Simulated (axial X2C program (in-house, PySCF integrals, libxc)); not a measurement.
# Outer orbitals of TaO⁺ at 1.657 Å, TPSSh

Calculated with an axial X2C code built on PySCF integrals. Spin-free means the one-electron spin-free X2C Hamiltonian; two-component (2c) means X2C with spin–orbit coupling and atomic mean-field two-electron Coulomb and Gaunt terms, so the difference of the two also holds small scalar two-electron terms. Basis: Ta dyall-cv3z [13s14p9d7f4g], O dyall-av3z [7s6p3d2f] (cores contracted in-house); Gaussian nuclei, density fitting, unrestricted open shells. Masses: Ta 180.948 u, O 15.995 u.

The distance is close to the 2c PBE0 minimum; the highest filled and lowest empty levels are listed.

Spin-free orbitals, state M_S = 1, Λ = 2 (beyond evenly filled blocks: σα, δ+α) (Löwdin shares):

```tsv
symmetry	occupied	ε (eV)	atomic character
σα	yes	-34.28	96% Ta f, 3% O s
φ+α	yes	-34.21	100% Ta f
φ-α	yes	-34.16	100% Ta f
σβ	yes	-34.14	95% Ta f, 3% O s
δ+α	yes	-34.14	100% Ta f
δ-α	yes	-34.12	100% Ta f
π+α	yes	-34.12	100% Ta f
π-α	yes	-34.12	100% Ta f
δ-β	yes	-34.01	100% Ta f
δ+β	yes	-34.01	100% Ta f
φ-β	yes	-33.99	100% Ta f
φ+β	yes	-33.99	100% Ta f
π+β	yes	-33.98	100% Ta f
π-β	yes	-33.98	100% Ta f
σβ	yes	-30.74	64% O s, 12% Ta d, 9% Ta f
σα	yes	-30.56	64% O s, 13% Ta d, 8% Ta f
π+β	yes	-16.29	69% O p, 23% Ta d, 3% Ta f
π-β	yes	-16.29	69% O p, 23% Ta d, 3% Ta f
π+α	yes	-16.28	64% O p, 29% Ta d, 3% Ta f
σα	yes	-16.28	65% O p, 24% Ta d, 5% O s
π-α	yes	-16.27	64% O p, 29% Ta d, 3% Ta f
σβ	yes	-16.23	69% O p, 20% Ta d, 4% O s
σα	yes	-12.65	57% Ta s, 18% Ta d, 14% O p
δ+α	yes	-12.36	97% Ta d
δ-α	no	-11.17	97% Ta d
σβ	no	-10.13	60% Ta s, 15% Ta d, 11% O p
δ+β	no	-9.40	97% Ta d
δ-β	no	-9.40	97% Ta d
```

Spinors with spin–orbit coupling (state Ω = 1):

```
   ω  occupied  ε (eV)             atomic character     λ mixture
-1/2       yes  -33.37             97% Ta f, 2% O s  50% π, 50% σ
 1/2       yes  -33.37             95% Ta f, 3% O s  57% σ, 42% π
-7/2       yes  -33.36                    100% Ta f        100% φ
-5/2       yes  -33.31                    100% Ta f  84% δ, 16% φ
-3/2       yes  -33.29                    100% Ta f  69% π, 31% δ
 5/2       yes  -33.24                    100% Ta f  88% δ, 12% φ
 3/2       yes  -33.23                    100% Ta f  75% π, 25% δ
 7/2       yes  -33.19                    100% Ta f        100% φ
 1/2       yes  -30.67  62% O s, 12% Ta d, 10% Ta f   99% σ, 1% π
-1/2       yes  -30.48   63% O s, 13% Ta d, 9% Ta f   99% σ, 1% π
-1/2       yes  -16.39   67% O p, 24% Ta d, 2% Ta f  66% π, 34% σ
 1/2       yes  -16.37   64% O p, 27% Ta d, 2% Ta f  73% π, 27% σ
 3/2       yes  -16.23   69% O p, 23% Ta d, 3% Ta f        100% π
-3/2       yes  -16.19   64% O p, 29% Ta d, 3% Ta f        100% π
-1/2       yes  -16.18    67% O p, 23% Ta d, 3% O s  66% σ, 34% π
 1/2       yes  -16.14    68% O p, 22% Ta d, 3% O s  73% σ, 27% π
-1/2       yes  -12.62  57% Ta s, 18% Ta d, 14% O p        100% σ
 3/2       yes  -12.58                     97% Ta d  100% δ, 0% π
-5/2        no  -10.91                     97% Ta d        100% δ
 1/2        no  -10.13  60% Ta s, 15% Ta d, 11% O p        100% σ
-3/2        no   -9.66                     95% Ta d   95% δ, 5% π
 1/2        no   -9.21  51% Ta d, 27% Ta p, 16% O p   97% π, 3% σ
```

Q: How does the gap between the highest filled and lowest empty level change from the spin-free to the 2c table?

A: From 1.19 to 1.67 eV at TPSSh, a change of 0.48 eV.

Mulliken charges and populations of the two-component result (they depend on the basis, above all on diffuse functions):

Ta 1.37 e (s 10.77 p 24.03 d 22.76 f 14.05 g 0.01), O -0.37 e (s 3.96 p 4.35 d 0.06 f 0.01). ⟨Lz⟩ = 2.00 ħ and ⟨Sz⟩ = -1.00 ħ (-1.05 and 0.06 on the two atoms), which add up to Ω.

The state is one determinant whose occupation by symmetry is held fixed; it was picked as the lowest of a PBE0 search that is not exhaustive. Density functionals use the spin component along the axis (collinear). PBE0 can misorder states that lie within some tenths of an eV, so this need not be the ground state of the molecule. The nearest other spin-free determinant of the search, M_S = 0, Λ = 0, lies 0.82 eV up at the distance of the search. Without a current term, density functionals place determinants with orbital angular momentum somewhat too high. With several unpaired electrons one determinant need not be a pure state. The determinant is spin-polarised beyond a pure state at some levels (its spin-free form has ⟨S²⟩ too high), which makes Re and μ there less reliable.
